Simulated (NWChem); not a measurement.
BeSiNH5; SMILES [SiH3][Be][NH2]

```xyz
8

Be    -0.0051    -0.7956     0.0044
N      0.0002    -2.3036    -0.0004
H     -0.8302    -2.9033    -0.0005
H      0.8334    -2.8993    -0.0007
Si    -0.0010     1.3742     0.0007
H     -0.9377     1.9602    -1.0305
H      1.3681     1.9320    -0.3182
H     -0.4001     1.9792     1.3261
```
Atoms are numbered in this order, from 1.

All runs: NWChem. Medium grid unless said otherwise, to which SCAN and Minnesota functionals are sensitive. Geometry: optimised at PBE-D3(BJ)/def2-SVP. B3LYP is NWChem's, with the RPA form of VWN correlation.

Question: Order these by “highest occupied level (eV)”, lowest first: MN15/def2-SVP; PBE/def2-SVP; TPSSh/def2-SVP; M05-2X/def2-SVP; LC-wPBE (HJS exchange hole, range parameter 0.4 per bohr)/def2-SVP.

Answer: LC-wPBE (HJS exchange hole, range parameter 0.4 per bohr)/def2-SVP (-10.42), M05-2X/def2-SVP (-8.90), MN15/def2-SVP (-8.21), TPSSh/def2-SVP (-6.75), PBE/def2-SVP (-6.12)
